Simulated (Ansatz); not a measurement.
A run on Cl3HHfO, SMILES `[OH][Hf]([Cl])([Cl])[Cl]` with other settings.

```yaml
crystal:
  periodic: [false, false, false]
  atoms:
    - {symbol: O, position_ang: [-0.515051, 0.296102, 1.342958]}
    - {symbol: Hf, position_ang: [0.148548, -0.093238, -0.373970]}
    - {symbol: Cl, position_ang: [2.032791, -1.461477, -0.178338]}
    - {symbol: Cl, position_ang: [-1.502756, -1.197428, -1.604719]}
    - {symbol: Cl, position_ang: [0.729760, 1.900905, -1.444671]}
    - {symbol: H, position_ang: [-0.851193, 0.491236, 2.212641]}
basis:
  gaussian: {orbitals: def2-TZVPD, final_grid: {core_spheres: 20, valence_spheres: 16, degree: 47}, point_charges: [{charge: -1.00, position_ang: [6.219, 0.739, -0.148]}]}
hamiltonian: {xc: {name: wB97X}}
output: {forces: true}
```

```sh
$ ansatz run in.yaml --threads 4 --pin off --events-out ev --progress --plain --max-ram 10444MiB
```

Shortened log:

```
Functional definition: wB97X
1487 factors; their error is unknown
338 factors; integrals over basis functions are off by at most 3.8e-5 eV
mean field evaluation 1: about -40942.2776 eV, gradient 6.0e1 eV
mean field evaluation 2: about -40935.6298 eV, gradient 8.8e1 eV
mean field evaluation 4: about -40948.7678 eV, gradient 2.3e0 eV
mean field evaluation 8: about -40948.7714 eV, gradient 8.3e-2 eV
mean field evaluation 16: about -40948.8277 eV, gradient 5.6e-5 eV
mean field -40948.82772246 eV, -1504.8416626879 hartree, gradient 5.6e-5 eV, S^2 0.000000; 0 other end points of the search recorded, 0 dependent functions left out
reference -40948.82765262 eV, -1504.8416601217 hartree; 36, 36 occupied and 194, 194 virtual orbitals, 1487 factors
Total energy: -40948.82765262 eV, -1504.8416601217 hartree
Atom 0 at    -0.515051     0.296102     1.342958 Å, force    -0.324148     0.085103     0.436638 eV/Å
Atom 1 at     0.148548    -0.093238    -0.373970 Å, force     0.939575    -0.056136    -0.122237 eV/Å
Atom 2 at     2.032791    -1.461477    -0.178338 Å, force    -0.268599     0.088229    -0.024350 eV/Å
Atom 3 at    -1.502756    -1.197428    -1.604719 Å, force    -0.320748    -0.175184    -0.189534 eV/Å
Atom 4 at     0.729760     1.900905    -1.444671 Å, force    -0.091338     0.066591    -0.051116 eV/Å
Atom 5 at    -0.851193     0.491236     2.212641 Å, force     0.091387    -0.008410    -0.065939 eV/Å
Dipole moment:     0.109450     0.157294     0.572851 e Å
```

Hardware: 4 threads of an Arm Neoverse V1 on a shared host. Wall time 9.5 s, peak host memory 0.93 GiB.
